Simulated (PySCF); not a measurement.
SMILES [OH][Al]([OH])[O][Si](F)(F)F (H₂AlF₃O₃Si), PBE0/def2-SVP optimised geometry.

```
10

Si    -1.04    -1.78    -0.02
F     -0.06    -2.76     0.76
F     -2.48    -1.91     0.67
F     -1.18    -2.33    -1.51
O     -0.53    -0.27     0.00
Al     0.25     1.24     0.00
O      1.94     1.24     0.00
O     -0.64     2.68     0.00
H      2.48     2.03     0.00
H     -1.59     2.76     0.00
```

Density from PBE0/def2-TZVP in PySCF 2.14.0 at that geometry.

Minimum of the electron density along straight lines between bonded atoms, close to the bond critical point (lines longer than 1.1 times the sum of covalent radii, or with two minima, are not listed):

| bond | length / Å | ρ at the minimum / e bohr⁻³ | ∇²ρ there / e bohr⁻⁵ | position (fraction from the first atom) |
|---|---|---|---|---|
| Si1–F2 | 1.596 | 0.143 | 0.99 | 0.42 |
| Si1–F3 | 1.598 | 0.142 | 1.00 | 0.42 |
| Si1–F4 | 1.597 | 0.142 | 0.98 | 0.42 |
| Si1–O5 | 1.596 | [?] | 1.02 | 0.42 |
| O5–Al6 | 1.703 | [?] | [?] | 0.57 |
| Al6–O7 | 1.685 | 0.114 | 0.82 | 0.43 |
| Al6–O8 | 1.687 | 0.113 | 0.82 | 0.43 |
| O7–H9 | 0.958 | 0.357 | -2.46 | 0.81 |
| O8–H10 | 0.958 | 0.357 | -2.46 | 0.81 |

Problem. What belongs in the gaps?

Solution. 
- Si1–O5, ρ at the minimum / e bohr⁻³: 0.154
- O5–Al6, ρ at the minimum / e bohr⁻³: 0.103
- O5–Al6, ∇²ρ there / e bohr⁻⁵: 0.77
